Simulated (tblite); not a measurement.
C5H8NS (doublet state).
Z-matrix (Å and degrees, GFN2-xTB geometry), rows numbered from 1:
```
C 
C   1  1.2896
C   2  1.3414  1  173.17
S   3  1.7184  2  114.39  1   -14.86
N   3  1.3624  2  123.46  1   166.49
C   5  1.4362  3  121.66  2  -172.78
C   5  1.4387  3  120.30  2    -8.41
H   1  1.0819  2  122.19  3   108.81
H   1  1.0820  2  122.46  3   -71.35
H   6  1.0959  5  111.28  3   101.01
H   6  1.0885  5  109.23  3   -19.11
H   6  1.0918  5  109.52  3  -138.78
H   7  1.0965  5  111.40  3   -97.29
H   7  1.0920  5  109.38  3   142.86
H   7  1.0886  5  109.75  3    23.25
```

Calculated harmonic vibrations of the isolated species, GFN2-xTB (tblite), most abundant isotopes, no scaling. Against measured fundamentals such values can be off by several per cent, at times by over 20. One conformer, not necessarily the lowest. Open shells enter through the occupations alone, without spin polarisation, and single modes of such species can be off by tens of per cent.

Harmonic wavenumbers (cm⁻¹): 64.2, 65.1, 110.4, 137.1, 165.7, 190.4, 246.3, 328.4, 370.4, 419.6, 456.6, 498.9, 631.9, 838.3, 918.3, 935.8, 1039.2, 1072.0, 1088.9, 1116.3, 1177.9, 1265.6, 1361.2, 1400.3, 1405.0, 1432.8, 1456.3, 1469.5, 1476.6, 1496.0, 1957.9, 2916.5, 2924.1, 2980.7, 2983.3, 3011.5, 3022.4, 3026.5, 3031.1.

A = 2549, B = 2066, C = 1168 MHz; mass 114.038 u (most abundant isotopes); point group C1, symmetry number 1; spin multiplicity 2.

What is the zero-point energy?

Half the sum of the wavenumbers: 25244 cm⁻¹ = 301.99 kJ/mol.

Entropy at 400 K, 1 bar (ideal gas, RRHO, classical rotation)?

Translation 174.04, rotation 122.28, vibration 148.73, spin (R ln 2) 5.76: S = 450.8 J/(mol K).

And Cp and H(400 K) − H(0)?

Cp = 166.93 J/(mol K), of which vibrations give 133.68 (their classical limit is 39 R = 324.3); H(400 K) − H(0) = 43.04 kJ/mol without the zero-point energy, 29.74 from vibrations.

What must be added to the electronic energy to get the Gibbs energy at 400 K and 1 bar?

ZPE + [H(400 K) − H(0)] − T·S = 301.99 + 43.04 − 180.32 = 164.71 kJ/mol.

Blend soft modes into free rotors: weight 1/[1 + (100 cm⁻¹/ν̃)⁴] for the oscillator and the rest for a rotor with moment μB/(μ + B), μ = h/(8π²ν), B = 10⁻⁴⁴ kg m². What vibrational entropy results?

137.29 J/(mol K) in place of 148.73, which changes −T·S at 400 K by +4.58 kJ/mol.

Hindered rotation and anharmonicity are outside this model. Other conformers, if any are populated, would add a mixing term that is left out. The structure is chiral; the term R ln 2 for an equal mix with its mirror image is left out.
